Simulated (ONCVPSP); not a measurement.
**Pseudopotential generation for O (Z = 8): ONCV, PBE, scalar-relativistic.**

O, optimised norm-conserving Vanderbilt (ONCV), made with ONCVPSP 4.0.1 (PBE, scalar-relativistic). Core [He], reference 2s1.75 2p4.25. Waves: 2s: rc 0.95 bohr, ncon 5, nbas 9, qcut 7.9 1/bohr, 1 projector; 2p: rc 1.95 bohr, ncon 3, nbas 7, qcut 8.1 1/bohr, 2 projectors, debl 1.9 Ha; d scattering state at 0.13 Ha: rc 1.60 bohr, ncon 4, nbas 8, qcut 5.3 1/bohr, 2 projectors, debl 3.4 Ha. Local part: polynomial inside 0.85 bohr (lpopt 3, dvloc0 1 Ha). Core correction: Teter function, fcfact 3.25, rcfact 1.25.

(1) Estimate the cutoffs (Ha) at which the residual kinetic energy of the hardest occupied pseudo-wave falls to 1 and 0.1 mHa per electron.

(2) What does a ghost test show?

(3) Which valence shell sets the plane-wave cutoff?

(4) Tests: 2s2 2p4; 2s2 2p3; 2s2 2p2; 2s0 2p6. Which has the largest error in its energy relative to the reference configuration, and how large is it?

## Answers

(1) 57 Ha and 217 Ha.

(2) No bound ghost flagged; no localised positive-energy state flagged.

(3) 2s: 57 Ha for 1 mHa per electron, against 20 Ha for 2p.

(4) 2s2 2p2, with +691 meV (all-electron minus pseudo) on +46.28 eV.
